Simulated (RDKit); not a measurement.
Constitutional and geometric isomers with formula H6Si3. Gas-phase values, no solvent. Strings in code marks are SMILES.

Quantity: electronic energy of isomers of H6Si3 relative to `[SiH2]1[SiH2][SiH2]1`, in kcal/mol. Force-field values (RDKit) are differences of steric energies, which aren't made for comparing isomers with other bonds.

Case: `[SiH2]=[SiH][SiH3]`. Geometry of `[SiH2]=[SiH][SiH3]` (neutral, multiplicity 1, Å):

```xyz
9

Si     1.9662     0.5435    -0.4415
Si     0.3154    -0.0239     0.9802
Si    -1.6246    -0.4197    -0.1183
H      2.0039    -0.1916    -1.7319
H      3.2796     0.8745     0.1705
H      0.2643     0.7520     2.2528
H     -2.6574    -0.9365     0.8168
H     -2.1300     0.8314    -0.7410
H     -1.4175    -1.4298    -1.1877
```

Task: What electronic energy of isomers of H6Si3 relative to `[SiH2]1[SiH2][SiH2]1` does MMFF94, relaxed from the DFT geometry (RDKit) give?

Result: -32.2 kcal/mol.
